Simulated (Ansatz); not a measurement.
Cost and result for the atomization energy of C6H9B, SMILES `C=CB(C=C)C=C` (16 atoms, 15 bonds).

Cartesian coordinates in Å:
```
C -1.727 -1.332 1.329
C -0.644 -1.308 0.547
B -0.039 -0.013 -0.066
C 1.311 -0.075 -0.836
C 2.084 -1.163 -0.909
C -0.782 1.343 0.091
C -0.279 2.522 -0.285
H -2.270 -0.427 1.584
H -2.116 -2.252 1.755
H -0.171 -2.270 0.355
H 1.684 0.811 -1.348
H 3.031 -1.169 -1.442
H 1.806 -2.096 -0.430
H -1.773 1.369 0.544
H 0.702 2.607 -0.742
H -0.817 3.455 -0.146
```

The species carries charge 0 and has multiplicity 1. The geometry is a stationary point of PBE0-D4/def2-TZVP. It is one conformer, not always the lowest. Program: Ansatz. All runs use 2 threads of an AMD EPYC 7R13 on a shared host and a share of an NVIDIA H100 80 GB. Times are those of one run each, without the atoms' runs, and a repeat can differ threefold. Electronic energies, without spin–orbit coupling; frozen cores. CCSD(T)/CBS adds CCSD(T) − MP2 in def2-TZVPP to the MP2 limit, and its time is that of the two runs behind it. T1 = 0.012; the RHF reference is unstable towards UHF. B3LYP takes the VWN-RPA correlation (the form of Gaussian; ORCA's B3LYP/G).

CCSD(T)/CBS is a level of theory with its own doubt, some kJ/mol a heavy atom from the limit and from the frozen cores, so smaller differences don't rank the functionals.

```json
{"level": "CAM-B3LYP-D4/def2-TZVPP", "functions": "343", "wall time": "15 s"}
{"level": "CCSD(T)/def2-SVP", "functions": "143", "wall time": "17 s"}
{"level": "B2PLYP/def2-TZVPP", "functions": "343", "wall time": "20 s"}
{"level": "B3LYP-D4/def2-TZVPP (with forces)", "functions": "343", "wall time": "21 s"}
{"level": "B97M-V/def2-TZVPP", "functions": "343", "wall time": "21 s"}
{"level": "MP2/def2-QZVPP", "functions": "669", "wall time": "21 s"}
{"level": "revPBE-D4/def2-TZVPP", "functions": "343", "wall time": "22 s"}
{"level": "ωB97X-V/def2-TZVPP", "functions": "343", "wall time": "22 s"}
{"level": "LDA (SPW92)/def2-TZVPP", "functions": "343", "wall time": "22 s"}
{"level": "r2SCAN-D4/def2-TZVPP (with forces)", "functions": "343", "wall time": "23 s"}
{"level": "BLYP-D4/def2-TZVPP", "functions": "343", "wall time": "24 s"}
{"level": "CCSD(T)/def2-TZVPP", "functions": "343", "wall time": "26 s"}
{"level": "CCSD(T)/CBS(def2)", "functions": "–", "wall time": "46 s"}
```

Q: What atomization energy does each give, and how far from CCSD(T)/CBS? (Estimate.)

A: Computed: 
| level | atomization (kJ/mol) | difference from CCSD(T)/CBS | per bond |
| --- | --- | --- | --- |
| CAM-B3LYP-D4/def2-TZVPP | 6930.6 | 55.5 | 3.7 |
| CCSD(T)/def2-SVP | 6638.8 | -236.3 | -15.8 |
| B2PLYP/def2-TZVPP | 6850.3 | -24.8 | -1.7 |
| B3LYP-D4/def2-TZVPP (with forces) | 6923.4 | 48.3 | 3.2 |
| B97M-V/def2-TZVPP | 6927.7 | 52.6 | 3.5 |
| MP2/def2-QZVPP | 6931.4 | 56.3 | 3.8 |
| revPBE-D4/def2-TZVPP | 6924.1 | 49.0 | 3.3 |
| ωB97X-V/def2-TZVPP | 6883.4 | 8.3 | 0.6 |
| LDA (SPW92)/def2-TZVPP | 7846.4 | 971.3 | 64.8 |
| r2SCAN-D4/def2-TZVPP (with forces) | 6931.2 | 56.1 | 3.7 |
| BLYP-D4/def2-TZVPP | 6912.2 | 37.1 | 2.5 |
| CCSD(T)/def2-TZVPP | 6728.6 | -146.5 | -9.8 |
| CCSD(T)/CBS(def2) | 6875.1 | 0.0 | 0.0 |

At CCSD(T), def2-SVP lies −236.3 kJ/mol from the extrapolated value and def2-TZVPP −146.5 kJ/mol: correlation converges slowly with the basis, and small sets miss more of it in the bonded molecule than in its fragments. From PBE to PBE0 (25 % exact exchange), in def2-TZVPP and without D4, the atomization energy moves by −106.6 kJ/mol: exact exchange takes away binding that semilocal exchange gives to molecules. Leaving LDA and LC-ωPBE aside and taking each functional with its dispersion term where it has one, the values, not all of them listed here, spread over 341.5 kJ/mol, from BHLYP-D4 to PBE-D4. LDA lies +797.5 kJ/mol from PBE without D4, its usual overbinding.
